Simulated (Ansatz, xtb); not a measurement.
## Two isomers of C4H10SSi

We compare X, `S[SiH]1CCCC1`, a singlet, with Y, `C[C@@H]1C[SiH2]CS1`, a singlet. Both are isolated molecules in the gas phase, relaxed with PBE-D3(BJ)/def2-SVP; the shapes shown needn't be the lowest conformers.

X (Å):

```xyz
16

C     0.7946   -0.5019    0.1663
C     0.5507    1.0082    0.3816
C    -0.9555    1.2332    0.6300
C    -1.7582    0.5184   -0.4807
S    -0.3677   -1.4228   -2.9496
Si   -0.7310   -1.0527   -0.8418
H     0.1688   -0.1892   -3.1723
H    -1.3477   -2.3431   -0.3779
H     1.7614   -0.7315   -0.3228
H     0.7846   -1.0401    1.1397
H     1.1632    1.4176    1.2125
H     0.8530    1.5671   -0.5329
H    -1.1986    2.3152    0.6883
H    -1.2231    0.7992    1.6191
H    -2.8106    0.3131   -0.2013
H    -1.7879    1.1331   -1.4064
```

Y (Å):

```xyz
16

C    -0.7092    1.0659   -0.8095
C    -1.1920   -0.3800   -0.9325
C    -2.6354   -0.5742   -0.4280
C    -0.6855   -1.1550    1.6740
S    -0.0879   -1.5587   -0.0152
Si   -2.5435   -0.7370    1.4725
H     0.3427    1.1650   -1.1395
H    -1.3380    1.7433   -1.4257
H    -0.7699    1.4238    0.2401
H    -1.0974   -0.7135   -1.9884
H    -3.0544   -1.5192   -0.8297
H    -3.2961    0.2542   -0.7609
H    -3.4221   -1.8474    1.9819
H    -2.9111    0.5265    2.2076
H    -0.5318   -2.0535    2.3042
H    -0.1072   -0.3218    2.1251
```

**Question.** Which of the two would you expect CCSD(T)/def2-SVP + ΔMP2/def2-TZVPP electronic energies to favour?

**Answer.** Structure X; the calculation gives E(Y) − E(X) = +21.9 kcal/mol.

The same difference at several levels:

| level | geometry | E(Y) − E(X) (kcal/mol) | departure from the last row (kcal/mol) | job, with rough time for the two |
| --- | --- | --- | --- | --- |
| GFN2-xTB | GFN2-xTB | +18.5 | −3.5 | optimisation, 0.18 s |
| HF/STO-3G | GFN2-xTB | +15.4 | −6.5 | single point, 0.36 s |
| r2SCAN-D4/def2-SVP | GFN2-xTB | +23.1 | +1.2 | single point, 3.8 s |
| PBE-D3(BJ)/def2-SVP | PBE-D3(BJ)/def2-SVP | +22.3 | +0.3 | optimisation, 21 s |
| HF/def2-SVP | PBE-D3(BJ)/def2-SVP | +25.7 | +3.7 | part of the CCSD(T) run |
| MP2/def2-SVP | PBE-D3(BJ)/def2-SVP | +22.6 | +0.6 | part of the CCSD(T) run |
| CCSD(T)/def2-SVP | PBE-D3(BJ)/def2-SVP | +22.3 | +0.3 | single point |
| CCSD(T)/def2-SVP + ΔMP2/def2-TZVPP | PBE-D3(BJ)/def2-SVP | +21.9 |  | single point, 52 s |

As drawn, Y has 2 C–S, 1 Si–H in place of 1 S–Si, 1 C–C, 1 S–H.

The levels shown agree on the order. The largest departure from CCSD(T)/def2-SVP + ΔMP2/def2-TZVPP is that of HF/STO-3G, 6.5 kcal/mol. The last row adds to CCSD(T) the change of the MP2 difference between the two basis sets, here −0.3 kcal/mol.

With thermal terms from frequencies at re-optimised GFN2-xTB minima (ideal gas, soft modes damped towards free rotors, one conformer each, 298.15 K, 1 atm): the zero-point term adds −1.0 kcal/mol; ΔH is +20.8 and ΔG +21.5 kcal/mol.

The correlated steps freeze 14 core orbitals. Mirror images aren't counted in ΔG. Codes used: Ansatz 0.2.0, xtb 6.7.1; the last row on 4 threads of Arm Neoverse V2 on a shared host.
